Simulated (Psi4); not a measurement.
Two rigid molecules brought together: H2O ··· HBr (SMILES O and Br), singlet. Monomers: optimised at B3LYP-D3(BJ) (def2-TZVP), held rigid. Orientation: a higher rigid-body minimum at GFN2-xTB. R is the distance of the centres of mass, along which the second monomer moves.

Geometry at R = 3.40 Å (first 3 atoms: monomer A):
```
5

O     -0.0006     0.3896     0.0000
H     -0.7647    -0.1959     0.0000
H      0.7653    -0.1937     0.0000
Br     3.0495     1.6418    -0.7721
H      1.6354     1.7591    -0.6421
```

PBE/def2-TZVP, counterpoise-corrected (Psi4); PBE-D3(BJ)/def2-TZVP, counterpoise-corrected (Psi4); B3LYP/def2-TZVP, counterpoise-corrected (Psi4); wB97X-V/def2-TZVP, counterpoise-corrected (Psi4).

Interaction energies in kJ/mol; the last columns give the difference from wB97X-V:

| R / Å | PBE/def2-TZVP | PBE-D3(BJ)/def2-TZVP | B3LYP/def2-TZVP | wB97X-V/def2-TZVP | PBE/def2-TZVP − wB97X-V/def2-TZVP | PBE-D3(BJ)/def2-TZVP − wB97X-V/def2-TZVP | B3LYP/def2-TZVP − wB97X-V/def2-TZVP |
|---|---|---|---|---|---|---|---|
| 2.77 | 13.56 | 10.22 | 22.49 | 17.73 | -4.17 | -7.50 | 4.76 |
| 3.01 | -6.35 | -9.40 | -0.90 | -5.50 | -0.85 | -3.90 | 4.60 |
| 3.18 | -11.31 | -14.14 | -7.35 | -11.69 | 0.38 | -2.45 | 4.34 |
| 3.40 | -12.66 | -15.16 | -9.83 | -13.73 | 1.07 | -1.44 | 3.89 |
| 3.57 | -11.94 | -14.18 | -9.64 | -13.13 | 1.19 | -1.05 | 3.49 |
| 3.80 | -10.17 | -12.05 | -8.32 | -11.24 | 1.07 | -0.81 | 2.92 |
| 4.08 | -7.90 | -9.37 | -6.45 | -8.69 | 0.79 | -0.68 | 2.24 |
| 4.40 | -5.76 | -6.83 | -4.71 | -6.28 | 0.51 | -0.55 | 1.57 |
| 4.91 | -3.48 | -4.08 | -2.96 | -3.79 | 0.31 | -0.29 | 0.83 |
| 5.57 | -1.93 | -2.21 | -1.81 | -2.16 | 0.23 | -0.05 | 0.35 |
| 6.64 | -0.93 | -1.02 | -0.94 | -1.05 | 0.12 | 0.03 | 0.11 |
| 7.92 | -0.48 | -0.51 | -0.50 | -0.54 | 0.05 | 0.02 | 0.04 |

PBE/def2-TZVP is furthest from wB97X-V/def2-TZVP at 2.77 (-4.17 kJ/mol, below); its mean absolute difference over the points is 0.90 kJ/mol.

PBE-D3(BJ)/def2-TZVP is furthest from wB97X-V/def2-TZVP at 2.77 (-7.50 kJ/mol, below); its mean absolute difference over the points is 1.57 kJ/mol.

B3LYP/def2-TZVP is furthest from wB97X-V/def2-TZVP at 2.77 (4.76 kJ/mol, above); its mean absolute difference over the points is 2.43 kJ/mol.
